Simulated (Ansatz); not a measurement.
`[NH2][Al]([NH2])[F]` + PH₃ → `[NH2][Al]([F])[PH2]` + NH₃  (ligand exchange at the Al–N bond)

Gas-phase electronic energies from Ansatz, PBE0-D4/def2-TZVP geometries. CBS: MP2 limit from def2 TZ/QZ plus the TZ coupled-cluster correction, frozen cores. This one scheme is used for every species. Functionals use def2-TZVPP. B3LYP here is the variant with VWN-RPA as its local correlation; programs differ in this. HSE06 is defined as in plane-wave codes. Each species was taken in one conformer, which may not be the lowest.

| level | ΔE (kJ/mol) | difference from CCSD(T)/CBS |
| --- | --- | --- |
| B97M-V | 32.8 | -3.7 |
| B3LYP-D4 | 39.6 | 3.1 |
| r2SCAN0-D4 | 35.7 | -0.8 |
| HSE06-D4 | 26.9 | -9.6 |
| r2SCAN | 34.6 | -1.9 |
| r2SCANh | 35.2 | -1.3 |
| HSE06 | 28.1 | -8.4 |
| HF/def2-SVP | 53.2 | 16.7 |
| MP2/def2-SVP | 45.4 | 8.9 |
| CCSD(T)/def2-SVP | 44.1 | 7.6 |
| MP2/def2-TZVPP | 39.7 | 3.2 |
| SCS-MP2/def2-TZVPP | 44.2 | 7.7 |
| MP2/def2-QZVPP | 38.9 | 2.4 |
| HF/CBS(def2) | 54.0 | 17.5 |
| MP2/CBS(def2) | 37.7 | 1.2 |
| CCSD/CBS(def2) | 39.9 | 3.4 |
| CCSD(T)/CBS | 36.5 | 0 |

Largest T1 diagnostic among the species: 0.013.

From BLYP to BHLYP (50 % exact exchange), in def2-TZVPP and without D4, ΔE moves by +8.0 kJ/mol. Leaving LDA and LC-ωPBE aside and taking each functional with its dispersion term where it has one, the values, not all of them listed here, spread over 22.3 kJ/mol, from PBE-D4 to CAM-B3LYP-D4. LDA lies +4.4 kJ/mol from PBE without D4.
